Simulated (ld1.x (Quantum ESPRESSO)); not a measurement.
## Which change was made? (Zr, TM)

```json
{"Element": "zirconium (Zr)", "Generator": "ld1.x (Quantum ESPRESSO) 7.5", "Type": "norm-conserving Troullier–Martins (Kleinman–Bylander form)", "Functional": "LDA (PZ)", "Relativity": "scalar-relativistic", "Frozen core": "[Ar] 3d10", "Valence charge": "12", "Reference configuration": "4s2 4p6 4d2 5s2 5p0", "Partial waves": "4s (bound): rc 1.70 bohr; 4p (bound): rc 2.15 bohr; 4d (bound): rc 2.30 bohr", "Local potential": "all-electron potential smoothed inside 1.30 bohr (lloc = -2)", "Core correction": "none"}
```

Occupied shells without a wave of their own: 5s. They enter only through the test configuration that unscreens the potential.

Cutoffs, loose and tight: the cutoffs (Ry, on a coarse ladder) from which the occupation-weighted sum of valence levels, in a spherical-Bessel basis at the reference potential, stays within 10 and 1 mRy of its value at 400 Ry. They do not see the model core or the augmentation charge, which bear on the density cutoff. Test errors are all-electron minus pseudo excitation energies from the reference, over the configurations 4s2 4p6 4d2 5s1 5p0; 4s2 4p6 4d2 5s0 5p0; 4s2 4p6 4d1 5s0 5p0; 4s2 4p6 4d0 5s0 5p0; 4s1 4p6 4d2 5s2 5p0; 4s2 4p6 4d1 5s2 5p1; 4s2 4p6 4d1 5s2 5p0 (two spin-polarised tests are not counted in the largest error); variants that change the core or the reference have their own tests.

The base gives: outcome: generated, misses its reference levels by 0.28 eV; cutoff, loose: 45 Ry; cutoff, tight: 60 Ry; bound ghosts: none; largest test error (meV): -1847.

After one change the result is: outcome: generated, misses its reference levels by 0.26 eV; cutoff, loose: 45 Ry; cutoff, tight: 70 Ry; bound ghosts: none; largest test error (meV): -1565. Which change was it?
A. local potential all-electron potential smoothed inside 2.40 bohr (lloc = -2)
B. local potential the p channel
C. functional PBEsol

B. The others give: functional PBEsol → outcome: generated, misses its reference levels by 0.27 eV; cutoff, loose: 45 Ry; cutoff, tight: 60 Ry; bound ghosts: none; largest test error (meV): -1808 | local potential all-electron potential smoothed inside 2.40 bohr (lloc = -2) → outcome: generated, misses its reference levels by 0.16 eV; cutoff, loose: 45 Ry; cutoff, tight: 60 Ry; bound ghosts: none; largest test error (meV): +893.
